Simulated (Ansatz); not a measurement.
The cluster Ga₂O₂ was relaxed with PBE-D4 (def2-SVP) in Ansatz in these states: neutral quintet, neutral singlet, neutral triplet. The geometries follow in no particular order.

A:

```xyz
4

Ga   -0.676    0.535   -0.645
Ga    1.513   -1.185   -0.258
O     1.069    0.549    0.192
O    -1.905    0.101    0.711
```

B:

```xyz
4

Ga   -1.436   -0.419   -0.290
Ga    1.435    0.419    0.290
O     0.381   -1.034   -0.390
O    -0.380    1.035    0.390
```

C:

```xyz
4

Ga    0.818    0.254    0.334
Ga   -2.375   -0.737   -0.971
O    -0.741   -0.230   -0.306
O     2.299    0.714    0.943
```

**Question.** Judge from the bond lengths which geometry belongs to which state (an estimate).

**Answer.** A is the neutral quintet (Ga1–O4 1.881 Å, Ga1–O3 1.936 Å, Ga2–O3 1.846 Å); B is the neutral triplet (Ga1–O4 1.921 Å, Ga1–O3 1.920 Å, Ga2–O3 1.919 Å); C is the neutral singlet (Ga1–O4 1.666 Å, Ga1–O3 1.753 Å, Ga2–O3 1.835 Å).

At PBE0-D4/def2-TZVP a singlet lies 4.95 eV below the neutral quintet. At PBE0-D4/def2-TZVP a singlet lies 1.39 eV below the neutral triplet. These are the stationary points nearest to one start from a short search; other shapes may lie lower in each state.
